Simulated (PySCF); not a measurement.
# Correlation energy of Te³⁺ (tellurium, charge +3)

[Kr] 4d10 5s2 5p1, 2P determinant. Calculation: PySCF 2.14, in ANO-RCC-VTZP (7s6p4d2f1g, 68 functions); the spin-free X2C one-electron Hamiltonian (Gaussian nucleus). Frozen: [Kr] 4d10; 3 electrons correlated.

```json
{"level": "CCSD", "correlation energy (mhartree)": "-44.79"}
{"level": "(T)", "correlation energy (mhartree)": "-0.50"}
{"level": "CCSD(T)", "correlation energy (mhartree)": "-45.29"}
```

Diagnostics: T1 = 0.0069, D1 = 0.0163, largest double amplitude 0.092.

**Question.** Is a single reference adequate?

**Answer.** Mostly. T1 lies below 0.03, but a double amplitude of this size points to a near-degeneracy that CCSD handles and MP2 describes poorly.
